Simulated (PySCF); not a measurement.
A side-by-side comparison of computed properties.

First species: C5H14SSi.
InChI=1S/C5H14SSi/c1-6-4-2-3-5-7/h2-5H2,1,7H3

Second species: C₅H₁₀O₃Si.
InChI=1S/C5H10O3Si/c1-7-5(3-6)4-9-8-2/h4,9H2,1-2H3

Levels: PBE0/pcSseg-1 for dipole moment, HOMO energy, LUMO energy and HOMO–LUMO gap; GFN2-xTB for rotational constant A and rotational constant C. Geometries: GFN2-xTB. All species are isolated and taken at one optimised geometry, non-relativistic unless stated; the electronic structure was computed with PySCF and density fitting.

Dipoles, sizes and rotational constants follow the conformer. The torsions of the flexible species, by atom-mapped SMILES:
- `[CH3:1][S:2][CH2:3][CH2:4][CH2:5][CH2:6][SiH3:7]`: C1–S2–C3–C4 71°, S2–C3–C4–C5 62°, C3–C4–C5–C6 -179°, C4–C5–C6–Si7 179°
- `[CH3:1][O:2][SiH2:3][CH2:4][C:5](=[C:6]=[O:7])[O:8][CH3:9]`: C1–O2–Si3–C4 -179°, O2–Si3–C4–C5 -57°, Si3–C4–C5–C6 133°, C4–C5–O8–C9 170°

Task: Which has the higher rotational constant C?

Result: The second: 0.770 GHz against 0.572 GHz, a difference of 0.198 GHz.

Task: Which of the two has the higher dipole moment, and by how much?

Result: The second: 2.21 D against 2.04 D, a difference of 0.17 D.

Task: Which has the higher HOMO energy?

Result: The second: -5.75 eV against -6.29 eV, a difference of 0.54 eV.

Task: Which of the two has the higher HOMO–LUMO gap, and by how much?

Result: The first: 7.16 eV against 4.39 eV, a difference of 2.77 eV.

Task: Which has the higher LUMO energy?

Result: The first: 0.87 eV against -1.36 eV, a difference of 2.23 eV.

Task: Which of the two has the higher rotational constant A, and by how much?

Result: The first: 3.611 GHz against 1.901 GHz, a difference of 1.710 GHz.

On the first: The dipole equals about 6.8 × 10⁻³⁰ C·m (1 D = 3.33564 × 10⁻³⁰ C·m).

On the second: The dipole equals about 7.4 × 10⁻³⁰ C·m (1 D = 3.33564 × 10⁻³⁰ C·m).
